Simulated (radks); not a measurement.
Question: Method: scalar-relativistic Kohn-Sham, exchange-only LDA, spin-polarised, spherical densities, finite nucleus; open shells are filled with parallel spins first; Fermi nuclear charge, rms radius of each element as measured or else 0.836 A^(1/3) + 0.57 fm; computed with a radial shooting solver on a logarithmic mesh with Libxc functionals. Response by self-consistent Sternheimer equations with the Hartree and adiabatic exchange-only LDA kernel, the relativistic mass of each level held fixed and spin-orbit coupling left out. Estimate the static dipole polarisabilities of K2+ ([Ne] 3s2 3p5) and K4+ ([Ne] 3s2 3p3) and the C6 coefficients of the three pairs.

Answer: alpha = 4.079 and 2.400 bohr^3; C6 = 14.06 (K2+-K2+), 8.511 (K2+-K4+), 5.160 (K4+-K4+) hartree bohr^6.
